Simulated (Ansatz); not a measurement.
Relaxing a trial structure of CH5GaInN

The starting geometry of this gas-phase singlet was built from a drawn formula by distance geometry; its bonds are those of `[GaH2][N]1[CH2][InH]1`.

```xyz
9

C    -2.9761    0.1853    0.3532
Ga   -0.6334    1.2961    1.8019
In   -1.9771    1.1673   -1.4040
N    -2.2999    1.4586    0.5572
H     0.1365    0.1497    2.2739
H     0.0949    2.4364    1.4815
H    -2.4153   -0.7208    0.5126
H    -4.0717    0.1445    0.4573
H    -0.6676    0.9398   -2.6730
```

Predict what it relaxes into with r2SCAN-D4/def2-SVP.

It rearranges, giving a structure with H9 bridging Ga2 and In3, given below by its coordinates. Distances that change by over a tenth: C1–N4 (1.46 → 1.26 Å), Ga2–H6 (1.39 → 1.57 Å), In3–N4 (2.01 → 2.34 Å), In3–H9 (1.84 → 2.17 Å). Contacts that open: C1–In3 (2.25 → 3.33 Å). Contacts that close: Ga2–H9 (4.49 → 1.68 Å).

The energy falls by 4.48 eV over 30 steps:

```csv
step,E − E(last) (eV)
1,4.479
4,2.459
7,2.051
11,1.722
14,1.061
17,0.322
20,0.053
24,0.002
27,0.000
30,0.000
```

Final geometry (Å):

```csv
atom,x (Å),y (Å),z (Å)
C,-3.1864,0.1735,0.7515
Ga,-0.3651,1.2033,0.7107
In,-1.7341,1.0883,-2.1073
N,-2.1761,0.6237,0.1381
H,0.4587,-0.0463,1.1702
H,-0.4787,2.5404,1.5171
H,-3.2047,0.0178,1.8509
H,-4.1262,-0.0964,0.2244
H,0.0029,1.5524,-0.8951
```

The end wasn't checked by frequencies. Atoms past krypton carry core potentials, without spin–orbit terms. Run with Ansatz 0.2.0, 64 s on 2 threads of Intel(R) Xeon(R) 6975P-C (Granite Rapids), on a shared host.
